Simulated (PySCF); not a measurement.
Ga(Me)(Cl) (CH3ClGa), SMILES [CH3][Ga+][Cl], charge +1. Heavy atoms are numbered as in [Ga+:1]([CH3:2])[Cl:6]. Hydrogens are named by the atom that carries them.

Geometry: ωB97X-D3(BJ)/def2-TZVP. The spin state was assumed, not searched. The isomer is the one that the SMILES or the coordinates give; other isomers of the formula were not compared.

All values below come from KT2/pcSseg-2 (PySCF).

GIAO shieldings, no solvent; atoms alike by connectivity are averaged. δ = σ(ref) − σ: ¹³C against TMS (σ = 184.2 ppm); ¹H against TMS (σ = 31.47 ppm); ³⁵Cl against HCl (σ = 945.0 ppm), references at their B3LYP-D3(BJ)/def2-TZVP geometries, non-relativistic (without spin–orbit terms, shifts of atoms bonded to Cl or Br come out too high).

Computed chemical shifts:
```tsv
nucleus	atoms	count	δ (ppm)
¹³C	C2 (CH3)	1	15.1
¹H	H on C2	3	2.58
³⁵Cl	Cl6	1	245.4
```
